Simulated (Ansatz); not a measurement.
Geometry optimisation, UKS BHLYP-D4/6-31G in Ansatz.

The input (input.yaml):

```yaml
crystal:
  periodic: [false, false, false]
  atoms:
    - { symbol: C, position_ang: [-1.6359, -0.66, 1.0306] }
    - { symbol: O, position_ang: [-0.4826, 0.1147, 0.9909] }
    - { symbol: C, position_ang: [0.2349, -0.1914, -0.1852] }
    - { symbol: C, position_ang: [1.4247, -1.2089, 0.1661] }
    - { symbol: B, position_ang: [0.9342, 1.1499, -0.7309] }
    - { symbol: "N", position_ang: [0.0571, 2.33, -1.1755] }
    - { symbol: H, position_ang: [-2.1735, -0.411, 1.9837] }
    - { symbol: H, position_ang: [-2.3218, -0.2734, 0.1905] }
    - { symbol: H, position_ang: [-1.4933, -1.6931, 1.0007] }
    - { symbol: H, position_ang: [-0.3523, -0.5897, -0.9855] }
    - { symbol: H, position_ang: [1.9563, -1.4487, -0.7058] }
    - { symbol: H, position_ang: [0.9001, -2.1564, 0.5312] }
    - { symbol: H, position_ang: [1.962, -0.8126, 0.9634] }
    - { symbol: H, position_ang: [2.0822, 1.2735, -0.7616] }
    - { symbol: H, position_ang: [-0.5736, 1.9322, -1.9189] }
    - { symbol: H, position_ang: [-0.5413, 2.6221, -0.3495] }
magnetization:
  spin_polarized: true
basis:
  gaussian: { orbitals: "6-31G" }
hamiltonian:
  xc: { name: BHLYP }
  dispersion: d4
relax:
  f_tol: 0.02
  max_steps: 40
output:
  orbitals: {}
```

Run as:

```bash
$ ansatz run input.yaml --threads 2 --pin off --max-ram 3072MiB --backend cpu --events-out ev --progress --plain --runs-dir out
```

Task: Where does it end, and by what steps?

Result: The forces met the threshold. The force dipped under the threshold on the way, but the program's further checks kept it going. Limits of this set-up: no polarisation functions. After 24 steps the energy has fallen by 2.647 eV; H15 moved furthest, 1.94 Å.

```json
{"step": "0", "energy less start (eV)": "0.0000", "largest force component (eV/Å)": "5.009", "accepted": "yes"}
{"step": "1", "energy less start (eV)": "-0.7491", "largest force component (eV/Å)": "1.491", "accepted": "yes"}
{"step": "2", "energy less start (eV)": "-1.0644", "largest force component (eV/Å)": "1.076", "accepted": "yes"}
{"step": "3", "energy less start (eV)": "-1.3867", "largest force component (eV/Å)": "0.963", "accepted": "yes"}
{"step": "4", "energy less start (eV)": "-1.6038", "largest force component (eV/Å)": "2.086", "accepted": "yes"}
{"step": "5", "energy less start (eV)": "-1.9355", "largest force component (eV/Å)": "1.421", "accepted": "yes"}
{"step": "6", "energy less start (eV)": "-2.1551", "largest force component (eV/Å)": "1.093", "accepted": "yes"}
{"step": "7", "energy less start (eV)": "-2.2670", "largest force component (eV/Å)": "0.565", "accepted": "yes"}
{"step": "8", "energy less start (eV)": "-2.3522", "largest force component (eV/Å)": "0.321", "accepted": "yes"}
{"step": "9", "energy less start (eV)": "-2.3876", "largest force component (eV/Å)": "0.476", "accepted": "yes"}
{"step": "10", "energy less start (eV)": "-2.4134", "largest force component (eV/Å)": "0.479", "accepted": "yes"}
{"step": "11", "energy less start (eV)": "-2.4373", "largest force component (eV/Å)": "0.562", "accepted": "yes"}
{"step": "12", "energy less start (eV)": "-2.4743", "largest force component (eV/Å)": "0.764", "accepted": "yes"}
{"step": "13", "energy less start (eV)": "-2.5219", "largest force component (eV/Å)": "0.379", "accepted": "yes"}
{"step": "14", "energy less start (eV)": "-2.5623", "largest force component (eV/Å)": "0.516", "accepted": "yes"}
{"step": "15", "energy less start (eV)": "-2.5932", "largest force component (eV/Å)": "0.507", "accepted": "yes"}
{"step": "16", "energy less start (eV)": "-2.6162", "largest force component (eV/Å)": "0.403", "accepted": "yes"}
{"step": "17", "energy less start (eV)": "-2.6278", "largest force component (eV/Å)": "0.334", "accepted": "yes"}
{"step": "18", "energy less start (eV)": "-2.6398", "largest force component (eV/Å)": "0.312", "accepted": "yes"}
{"step": "19", "energy less start (eV)": "-2.6222", "largest force component (eV/Å)": "0.652", "accepted": "no"}
{"step": "20", "energy less start (eV)": "-2.6312", "largest force component (eV/Å)": "0.311", "accepted": "no"}
{"step": "21", "energy less start (eV)": "-2.6462", "largest force component (eV/Å)": "0.019", "accepted": "yes"}
{"step": "22", "energy less start (eV)": "-2.6465", "largest force component (eV/Å)": "0.023", "accepted": "yes"}
{"step": "23", "energy less start (eV)": "-2.6462", "largest force component (eV/Å)": "0.067", "accepted": "no"}
{"step": "24", "energy less start (eV)": "-2.6466", "largest force component (eV/Å)": "0.009", "accepted": "yes"}
```

```xyz
16
Properties=species:S:1:pos:R:3
C -1.756 -0.871 0.896
O -0.869 0.166 0.476
C 0.207 -0.228 -0.419
C 1.263 -1.052 0.315
B 0.797 1.098 -1.041
N 0.235 2.305 -0.667
H -2.552 -0.394 1.454
H -2.182 -1.394 0.039
H -1.261 -1.597 1.539
H -0.223 -0.841 -1.221
H 2.080 -1.302 -0.357
H 0.860 -1.982 0.707
H 1.670 -0.484 1.148
H 1.703 1.055 -1.810
H -0.530 2.298 -0.017
H 0.535 3.199 -0.997
```

Run time: 3.2 min on 2 threads of Arm Neoverse N1, with other jobs on the host, peak memory 0.27 GiB.
